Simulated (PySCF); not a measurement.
**Dipole moment and polarisability of `C=C[Si@@H](O)SC`**

Compound: C₃H₈OSSi.
Numbering: `[CH2:1]=[CH:2][Si@@H:3]([OH:4])[S:5][CH3:6]` (hydrogens: H7, H8 on C1; H9 on C2; H10 on Si3; H11 on O4; H12, H13, H14 on C6)

Cartesian coordinates in Å at the GFN2-xTB level; atoms count from 1:
```
atom  x, y, z in Å
C1    -2.5168    0.2100   -0.9692
C2    -2.0243   -0.0890    0.2227
Si3   -0.2219    0.0773    0.7169
O4     0.3564   -1.2070    1.5332
S5     0.8919    0.3601   -1.1094
C6     2.5726    0.3433   -0.4144
H7    -1.8791    0.5646   -1.7629
H8    -3.5646    0.1085   -1.2069
H9    -2.6979   -0.4417    0.9946
H10    0.0905    1.1459    1.6525
H11    0.2972   -2.0980    1.1954
H12    3.2611    0.3771   -1.2519
H13    2.7110    1.2146    0.2182
H14    2.7232   -0.5660    0.1589
```

Level: wB97X-D/def2-SVPD (PySCF), static field, nuclei fixed, core orbitals frozen in the response. The polarisability tensor in these axes (au):

```
x   102.12   1.28   2.88
y     1.28  69.27  -4.51
z     2.88  -4.51  86.46
```

Question: Give the principal values, the mean and the anisotropy Δα = √{½[(α1 − α2)² + (α2 − α3)² + (α1 − α3)²]}.

Answer: Principal values 68.05, 87.16 and 102.64 au; mean 85.95 au = 12.74 Å³ = 14.17 × 10⁻⁴⁰ C²·m²/J; Δα = 30.01 au (35 % of the mean).

Question: What is the dipole moment, and where does it point?

Answer: (-0.30, -0.98, 0.13) D, 1.03 D in size, pointing from the negative to the positive side. Measured along this direction, the outermost atoms are H13 at the negative end and H11 at the positive end.

Question: Give the eigenvalues of the traceless quadrupole moment Θ = ½Σq(3rr − r²1), origin at the centre of nuclear charge.

Answer: -8.68, -0.19, 8.87 D·Å. The values depend on the origin, since the dipole doesn't vanish. The electronic extent ⟨r²⟩ about the same centre is 1014 bohr², a root-mean-square distance of 2.11 Å for the 64 electrons.

Question: Rayleigh depolarisation ratio (linearly polarised light, static tensor)?

Answer: ρ = 3Δα²/(45ᾱ² + 4Δα²) = 2702.1/(332438 + 3602.8) = 0.00804.

Question: What molar refraction does this α imply?

Answer: Lorentz–Lorenz: R = (4π/3)N_A α = 2.5225 cm³/(mol·Å³) × 12.74 Å³ = 32.1 cm³/mol, in the limit of long wavelengths.

Question: In a dilute gas of rigid molecules at 500 K, how does the orientational term μ²/3kT compare with the electronic polarisability?

Answer: In Gaussian units μ²/3kT = 5.13 Å³ against 12.74 Å³, a ratio of 0.40; the Debye molar polarisation (4π/3)N_A(α + μ²/3kT) is 45.1 cm³/mol, leaving out the vibrational part.

One conformer (not necessarily the lowest) at the GFN2-xTB geometry, without solvent, vibrations or thermal averaging.

These values come from a run that also computed excited states. Hardware: an Arm Neoverse V1 with one thread, shared host with 32 logical CPUs at a one-minute load of 25. Cost: 41 s wall, 0.84 GiB resident at most.
